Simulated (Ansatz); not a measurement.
Stepwise reaction of `Cl[Si]Cl` with methanol, as a gas-phase model of exchange steps in deposition or etching. ΔE in kJ/mol; ΔG adds harmonic PBE0-D4 terms to CCSD(T)/CBS, at 1 bar.

Calculated with Ansatz (gas phase, PBE0-D4/def2-TZVP geometries, no zero-point term in ΔE). CCSD(T)/CBS is the MP2 limit (def2-TZVPP, def2-QZVPP) plus CCSD(T) − MP2 in def2-TZVPP, frozen cores. This one scheme is used for every species. DFT in def2-TZVPP. B3LYP here is the variant with VWN-RPA as its local correlation; programs differ in this. One conformer a species, not always the lowest.

```csv
step,reaction,PBE-D4,B3LYP-D4,ωB97M-V,CCSD(T)/CBS,ΔG(500 K)
1,`Cl[Si]Cl` + CH₃OH → `CO[Si]Cl` + HCl,-16.9,-25.7,-23.7,-24.1,-25.5
2,`CO[Si]Cl` + CH₃OH → `CO[Si]OC` + HCl,17.1,8.7,11.6,10.3,12.1
```

(1) By hand: ΔE of the 2 steps together at CCSD(T)/CBS.

Answers

(1) (-24.1) + (10.3) = -13.8 kJ/mol, or -6.9 kJ/mol a step.

In ΔE each step is higher than the one before. ΔG lies between -25.5 and 12.1 kJ/mol a step. PBE-D4 differs from CCSD(T)/CBS by 6.8 to 7.2 kJ/mol a step. Isolated molecules leave out the surface, adducts and barriers. Largest T1 diagnostic: 0.014.
